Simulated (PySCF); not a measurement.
B3LYP has the VWN-RPA correlation part, as in Gaussian. Excitations are Tamm–Dancoff values on a coarser integration grid. The basis has no diffuse functions, so Rydberg states are missing or too high.

Cartesian coordinates (Å):
```xyz
21

C     -1.6050    -1.7037    -1.3794
O     -1.0357    -0.4231    -1.2074
Si    -0.0002     0.0000     0.0003
O      0.1302     1.6406    -0.0354
C     -0.9503     2.5396    -0.1692
O     -0.6189    -0.6137     1.3969
C      0.0675    -0.6834     2.6288
O      1.5235    -0.6038    -0.1529
C      2.4878    -0.1525    -1.0803
H     -0.8468    -2.4432    -1.6946
H     -2.3753    -1.6441    -2.1639
H     -2.0744    -2.0657    -0.4486
H     -1.5786     2.5533     0.7397
H     -1.5911     2.2765    -1.0282
H     -0.5481     3.5527    -0.3253
H      0.2125     0.3204     3.0673
H      1.0579    -1.1562     2.5134
H     -0.5310    -1.2835     3.3318
H      3.4536    -0.6245    -0.8418
H      2.2136    -0.4293    -2.1144
H      2.6087     0.9435    -1.0367
```
Charge 0, spin multiplicity 1.

Problem. What S1 oscillator strength, LUMO, S1 excitation (TDA), dipole moment and T1 excitation (TDA) does B3LYP-D3(BJ)/def2-TZVP // B3LYP-D3(BJ)/def2-SVP run with PySCF give?

Solution. 
```json
{
 "S1 oscillator strength": "0.001",
 "LUMO": "0.75 eV",
 "S1 excitation (TDA)": "7.58 eV",
 "dipole_moment": "0.00 D",
 "T1 excitation (TDA)": "7.34 eV"
}
```
